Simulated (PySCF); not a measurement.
Al(Cl)(F)(NHMe) (CH4AlClFN), SMILES C[NH][Al]([F])[Cl]. Heavy atoms are numbered as in [Al:1]([Cl:2])([F:3])[NH:4][CH3:5]. Hydrogens are named by the atom that carries them.

Geometry optimised at PBE0-D3(BJ)/def2-SVP. The structure was generated by enumeration; whether it is a known compound was not checked. Other conformers were not sampled.

The numbers are results of PBE/def2-TZVP in PySCF, not measurements.

ESP charges are fitted to the potential on shells at 1.4 to 2.0 van der Waals radii. Atomic charges (e), one atom of each kind:

| atom | IAO | ESP fit | Mulliken |
|---|---|---|---|
| Al1 | 1.19 | 0.79 | 0.58 |
| Cl2 | -0.34 | -0.26 | -0.23 |
| F3 | -0.55 | ? | -0.31 |
| N4 (NH) | -0.69 | ? | -0.35 |
| C5 (CH3) | -0.30 | 0.23 | -0.29 |
| H on N4 | 0.27 | 0.29 | 0.21 |
| H on C5 | 0.14 | ? | 0.12 |

Fill in the missing entries. (Estimate from the structure and the level; the computed values follow.)


- F3, ESP fit: -0.33
- N4 (NH), ESP fit: -0.72
- H on C5, ESP fit: -0.01
